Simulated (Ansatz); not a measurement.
Ansatz (an electronic-structure program) input:
A basis named .json is the Basis Set Exchange file of that set.

Ansatz 0.2 input:
```yaml
crystal:
  periodic: [false, false, false]
  atoms:
    - {symbol: Tl, position_ang: [-0.00000000, -0.00000000, -0.47480352]}
    - {symbol: Cl, position_ang: [0.00000000, 0.00000000, 2.26229912]}
basis:
  gaussian:
    orbitals: def2-QZVPPD.json
total_charge: -1
magnetization: {spin_polarized: true, initial_magnetization: 1}
correlation: {method: ccsd_t, electrons: outside_noble_gas}
```

**Question.** Which total energy does the run end on?

**Answer.** -631.42012 Eh (CCSD(T)/def2-QZVPPD). The basis has 167 functions.
